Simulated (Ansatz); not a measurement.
```yaml
crystal:
  periodic: [false, false, false]
  atoms:
    - {symbol: Ag, position_ang: [0.176246, 0.223626, -2.033070]}
    - {symbol: Ag, position_ang: [-0.546237, -0.526581, 3.309111]}
    - {symbol: Ag, position_ang: [-0.114663, -0.074455, 0.671466]}
    - {symbol: H, position_ang: [0.629339, 0.963525, -3.422982]}
    - {symbol: H, position_ang: [0.459349, 0.307267, 2.290135]}
    - {symbol: H, position_ang: [-0.656815, -0.751102, -0.905285]}
basis:
  gaussian: {orbitals: def2-TZVPD}
total_charge: -1
magnetization: {spin_polarized: true, initial_magnetization: 3}
hamiltonian: {xc: {name: HSE06}, dispersion: d3bjatm, pseudopotentials: {relativity: none}}
scf: {omitted_lower_state_checks: [starts]}
```

```sh
$ ansatz run in.yaml --threads 4 --pin off --events-out ev --progress --plain --max-ram 3916MiB
```

It prints (some lines left out):

```
Functional definition: HSE06
1311 factors; their error is unknown
130 factors; integrals over basis functions are off by at most 1.5e-6 eV
mean field evaluation 1: about -12041.9911 eV, gradient 2.5e1 eV
mean field evaluation 2: about -12032.2141 eV, gradient 5.5e1 eV
mean field evaluation 4: about -12043.0322 eV, gradient 1.6e1 eV
mean field evaluation 8: about -12045.0663 eV, gradient 3.3e0 eV
mean field evaluation 16: about -12045.2365 eV, gradient 8.5e-2 eV
mean field evaluation 32: about -12045.3133 eV, gradient 9.4e-4 eV
mean field -12045.31329231 eV, -442.6570988857 hartree, gradient 9.3e-6 eV, S^2 3.759753; 0 other end points of the search recorded, 0 dependent functions left out
reference -12045.31334043 eV, -442.6571006542 hartree; 32, 29 occupied and 115, 118 virtual orbitals, 1311 factors
Total energy: -12045.44782582 eV, -442.6620429013 hartree
Checks for a lower state left out: starts
```

Hardware: 4 threads of Arm Neoverse V1 on a shared host. Wall time 11 s, peak host memory 0.79 GiB.

In the def2 sets Ag takes a core potential; there is no spin–orbit coupling. HSE06 is defined as in plane-wave codes, on full-range PBE exchange.
